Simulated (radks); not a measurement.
The numbers below are computed, except where a source is named.
Question: The mean radii <r> (bohr) of the occupied orbitals of an atom or ion are listed with their occupations. Level of theory: scalar-relativistic Kohn-Sham, PBEsol, spin-polarised, spherical densities, finite nucleus; Fermi nuclear charge, rms radius of each element as measured or else 0.836 A^(1/3) + 0.57 fm (a radial shooting solver on a logarithmic mesh with Libxc functionals).

| orbital | occ. | <r> |
|---|---|---|
| 1s up | 1 | 0.07621 |
| 1s down | 1 | 0.07619 |
| 2s up | 1 | 0.3178 |

Name the element and its charge. Open shells, if any, are filled with parallel spins first.

Answer: Z = 20, calcium, charge +17: Ca17+ in [He] 2s1. The 1s radius gives Z: for a bare nucleus <r> = (2 gamma + 1)/(2Z) with gamma = sqrt(1 - (Z/c)^2), 0.07446 bohr for Z = 20, and screening makes it slightly larger (0.07621 here). The occupations add up to 3, and the charge is Z minus that.
